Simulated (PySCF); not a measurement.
**Static response to an electric field**

Species: C5H8Se.
Structure used (PBE0-D3(BJ)/def2-SVP), in Å, numbered top down from 1:
```xyz
14
C5H8Se angstrom
C     -1.2574   -1.1925   -0.8556
C     -0.3608   -0.4761    0.1468
C      1.1065   -0.5079   -0.2021
C      1.8332    0.5545    0.1571
Se     0.8367    1.9484    0.9696
C     -0.7547    0.9938    0.3236
H     -0.9829   -2.2549   -0.9436
H     -2.3138   -1.1457   -0.5495
H     -1.1706   -0.7366   -1.8547
H     -0.4664   -0.9819    1.1291
H      1.5547   -1.3958   -0.6583
H      2.9139    0.6593    0.0433
H     -1.5801    1.1336    1.0343
H     -1.0343    1.4414   -0.6434
```

Level: wB97X-D/def2-SVPD (PySCF), static field, nuclei fixed, core orbitals frozen in the response. The polarisability tensor in these axes (au):

```
x   86.76  8.30  3.55
y    8.30 95.26 13.84
z    3.55 13.84 73.65
```

Problem. What are the eigenvalues, a third of the trace, and Δα (Δα² = ½Σ(αi − αj)² over the three pairs)?

Solution. Principal values 66.89, 82.58 and 106.19 au; mean 85.22 au = 12.63 Å³ = 14.05 × 10⁻⁴⁰ C²·m²/J; Δα = 34.27 au (40 % of the mean).

Problem. What is the dipole moment, and where does it point?

Solution. (-0.82, -1.36, -0.65) D, 1.72 D in size, pointing from the negative to the positive side. Measured along this direction, the outermost atoms are Se5 at the negative end and H7 at the positive end.

Problem. Directions of the eigenvectors, and the extent of the frame along each?

Solution. Largest value along (0.42, 0.82, 0.39), where the nuclei span 4.95 Å; middle along (0.91, -0.37, -0.21), 4.45 Å; least along (0.03, -0.44, 0.90), 2.80 Å. The response follows the extents in order.

Problem. Orientational against electronic polarisability at 250 K (dilute gas, rigid molecules)?

Solution. In Gaussian units μ²/3kT = 28.56 Å³ against 12.63 Å³, a ratio of 2.26; the Debye molar polarisation (4π/3)N_A(α + μ²/3kT) is 103.9 cm³/mol, leaving out the vibrational part.

Problem. Form Σ f/ω² (atomic units) for the 6 lowest TDDFT singlets, given as eV and f, and set it beside the mean polarisability, which is this sum over all singlets: 4.24, 0.0013; 5.15, 0.1149; 5.69, 0.0424; 6.00, 0.0084; 6.39, 0.0430; 6.56, 0.0067.

Solution. They add up to 5.30 au, 6.2 % of the 85.22 au; the largest single term is 3.21 au, from the state at 5.15 eV. Terms in order: 0.05, 3.21, 0.97, 0.17, 0.78, 0.12 au. Higher excitations give the rest. The strengths listed sum to 0.217.

One conformer (not necessarily the lowest) at the PBE0-D3(BJ)/def2-SVP geometry, without solvent, vibrations or thermal averaging. The calculation is non-relativistic, for selenium too.

The run behind these numbers computed excited states as well. The run took 44 s wall on one thread of an Arm Neoverse V2, no GPU (shared host).
